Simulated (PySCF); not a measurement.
Species: C5H6O2S.
Z-matrix (Å and degrees, GFN2-xTB geometry), rows numbered from 1:
```
O 
C   1  1.1965
O   2  1.3251  1  126.97
C   3  1.3828  2  118.08  1     0.15
C   4  1.3261  3  121.72  2   179.78
C   5  1.4977  4  131.74  3  -179.77
C   6  1.5332  5   94.58  4   179.75
S   5  1.7594  4  131.58  3     0.04
H   2  1.1017  1  124.75  3   179.95
H   4  1.0826  3  115.56  2    -0.13
H   6  1.0908  5  113.14  4    61.57
H   6  1.0908  5  113.16  4   -62.11
H   7  1.0869  6  115.13  5   115.21
H   7  1.0870  6  115.17  5  -114.96
```

IAO charges (e) from the PBE0/pcSseg-1 density (PySCF), one withheld:

```json
{"atom": "O1", "bonded to": "C2", "charge": "-0.4419"}
{"atom": "C2", "bonded to": "O1 O3 H9", "charge": "+0.4003"}
{"atom": "O3", "bonded to": "C2 C4", "charge": "-0.2966"}
{"atom": "C4", "bonded to": "O3 C5 H10", "charge": "-0.0320"}
{"atom": "C5", "bonded to": "C4 C6 S8", "charge": "-0.1129"}
{"atom": "C6", "bonded to": "C5 C7 H11 H12", "charge": "-0.2673"}
{"atom": "C7", "bonded to": "C6 S8 H13 H14", "charge": "?"}
{"atom": "S8", "bonded to": "C7 C5", "charge": "+0.1404"}
{"atom": "H9", "bonded to": "C2", "charge": "+0.1321"}
{"atom": "H10", "bonded to": "C4", "charge": "+0.1695"}
{"atom": "H11", "bonded to": "C6", "charge": "+0.1591"}
{"atom": "H12", "bonded to": "C6", "charge": "+0.1591"}
{"atom": "H13", "bonded to": "C7", "charge": "+0.1565"}
{"atom": "H14", "bonded to": "C7", "charge": "+0.1565"}
```

Question: What is the charge on C7?

Answer: The charges add up to the total charge, 0. The others sum to +0.3228, which leaves -0.3228 e for C7 (sp3 carbon bound to sulfur); the computed value is -0.3227, the difference coming from rounding.

Question: Add each hydrogen's charge to the atom that carries it.

Answer: C2 +0.5324, C4 +0.1375, C6 +0.0509, C7 -0.0097. Atoms without hydrogen keep their charges.

Question: Across which bond do the charges differ most?

Answer: C2–O1: +0.4003 on C2 against -0.4419 on O1, a difference of 0.8422 e. The lower charge is on the more electronegative element of the two (Pauling values: O 3.44, C 2.55).

Question: Take the bonds between elements whose Pauling electronegativities differ by more than 0.25. In how many does the more electronegative atom carry the lower charge?

Answer: In 8 of 9; it doesn't in C2–H9.

Question: How much positive and how much negative charge does this set hold in all?

Answer: +1.4735 e on 8 atoms and -1.4734 e on 6.

The IAO scheme projects the occupied orbitals on a minimal set of polarised atomic orbitals and counts the electrons in each atom's part of it. The structure is a single GFN2-xTB conformer in the gas phase; no vibrational or solvent corrections.
